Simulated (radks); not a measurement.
The numbers below are computed, except where a source is named.
La+, 56 electrons, occupied as [Xe] 5d2. Level of theory: Dirac Kohn-Sham, PBE, spin-unpolarised, spherical densities, finite nucleus; open shells fill j = l - 1/2 first; Fermi nuclear charge, rms radius 4.855 fm (a radial shooting solver on a logarithmic mesh with Libxc functionals).

Spin-orbit splittings of the eigenvalues, e(l+1/2) - e(l-1/2), with zeta = 2 splitting/(2l+1) and mean radii in bohr:

\begin{tabular}{lrrrrr}
shell & occ. & splitting (eV) & zeta (eV) & <r> j=l-1/2 & <r> j=l+1/2 \\ \hline
2p & 6 & 413.1 & 275.4 & 0.08991 & 0.09601 \\
3p & 6 & 80.52 & 53.68 & 0.2747 & 0.2867 \\
3d & 10 & 17.22 & 6.890 & 0.2577 & 0.2615 \\
4p & 6 & 17.13 & 11.42 & 0.6746 & 0.7015 \\
4d & 10 & 2.974 & 1.190 & 0.7620 & 0.7716 \\
5p & 6 & 2.462 & 1.641 & 1.761 & 1.842 \\
5d & 2 & 0.1911 & 0.07642 & 2.873 & 2.926 \\
\end{tabular}
